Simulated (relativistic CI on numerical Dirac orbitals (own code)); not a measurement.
# I¹³⁺: computed level list

Calculated at this level of theory: Dirac-Coulomb-Breit CI, orbitals from a KLI potential per configuration, a model potential for QED, unscaled Slater integrals (own radial code, finite nucleus).

Configurations in the expansion (outside the closed core [Ar] 3d10): 4s²4p⁶4d⁴, 4s²4p⁵4d⁵, 4s²4p⁶4d³4f, 4s4p⁶4d⁵, 4s²4p⁶4d³5s, 4s²4p⁶4d³5p, 4s²4p⁶4d²4f5s, 4s4p⁶4d⁴4f, 4s²4p⁶4d³5d, 4s²4p⁶4d²5s5p, 4s²4p⁶4d³6s, 4p⁶4d⁶, 4p⁵4d⁷, 4s²4p⁶4d²5s², 4s²4p⁶4d4f5s², 4s²4p⁶4d5s²5p, 4s4p⁶4d²4f5s². Double excitations out of closed p, d and f shells are left out; levels of such configurations are missing from the list, as are those of other unlisted configurations, and high levels can miss mixing partners.

The lowest level is 4s²4p⁶4d⁴ ⁵D0, with 76 % of that term; Hund's rules for 4s²4p⁶4d⁴ give ⁵D with J = 0, in agreement.

```csv
No.,Configuration,Term,J,E (eV),%,Next component (%),Landé g
1,4s²4p⁶4d⁴,⁵D,0,0.0000,76,22 ³P,
2,4s²4p⁶4d⁴,⁵D,1,0.7020,89,10 ³P,1.498
3,4s²4p⁶4d⁴,⁵D,2,1.4252,95,3 ³P,1.486
4,4s²4p⁶4d⁴,⁵D,3,2.0753,93,4 ³F,1.474
5,4s²4p⁶4d⁴,⁵D,4,2.6296,83,14 ³F,1.450
6,4s²4p⁶4d⁴,³P,0,4.5040,62,23 ⁵D,
7,4s²4p⁶4d⁴,³H,4,4.9792,59,16 ³G,0.935
8,4s²4p⁶4d⁴,³G,3,5.9386,62,31 ³F,0.890
9,4s²4p⁶4d⁴,³H,5,6.0829,78,22 ³G,1.068
10,4s²4p⁶4d⁴,³P,1,6.1369,83,9 ³D,1.409
11,4s²4p⁶4d⁴,³F,2,6.2315,78,12 ¹D,0.762
12,4s²4p⁶4d⁴,³H,6,6.6253,80,20 ¹I,1.133
13,4s²4p⁶4d⁴,³G,4,7.0972,39,27 ³F,1.059
14,4s²4p⁶4d⁴,³P,2,7.5186,52,41 ³D,1.308
15,4s²4p⁶4d⁴,³G,4,7.5622,32,31 ¹G,1.103
16,4s²4p⁶4d⁴,³F,3,7.8983,63,19 ³G,1.045
17,4s²4p⁶4d⁴,³D,3,8.3248,70,14 ³G,1.224
18,4s²4p⁶4d⁴,³G,5,8.6468,78,22 ³H,1.163
19,4s²4p⁶4d⁴,³P,2,9.0069,37,27 ³D,1.204
20,4s²4p⁶4d⁴,³D,1,9.2200,89,8 ³P,0.601
21,4s²4p⁶4d⁴,¹I,6,9.3481,80,20 ³H,1.031
22,4s²4p⁶4d⁴,¹G,4,10.4529,53,28 ³F,1.060
23,4s²4p⁶4d⁴,¹S,0,10.4792,79,20 ³P,
24,4s²4p⁶4d⁴,¹D,2,11.1499,43,24 ³P,1.096
25,4s²4p⁶4d⁴,¹F,3,11.6656,71,13 ³D,1.040
26,4s²4p⁶4d⁴,³P,2,12.8483,76,13 ³F,1.343
27,4s²4p⁶4d⁴,³F,4,13.4043,81,15 ¹G,1.206
28,4s²4p⁶4d⁴,³F,2,13.8284,73,17 ¹D,0.794
29,4s²4p⁶4d⁴,³F,3,14.0416,82,17 ¹F,1.071
30,4s²4p⁶4d⁴,³P,1,14.2488,98,1 ³D,1.489
```

Energies count from the lowest computed level.

The mean weight of the leading LS term, summed over parents, in these 30 levels is 71 %, and that of the leading jj configuration (from the same eigenvectors) 65 %.

At this charge energies of transitions that change n are usually good to better than 1 %, and those within a shell (Δn = 0) to a few per cent. Terms inside the open d or f shell come out 10 to 20 % too wide with unscaled integrals. Levels and lines within the n = 5 or 6 shells can be off by up to 10 % or somewhat more, and those that change n by about 2 %, since core polarisation is missing.

LS names give the leading component of a level, which can be under half, so a name can repeat, a term be missing and a line seem to break the LS rules.
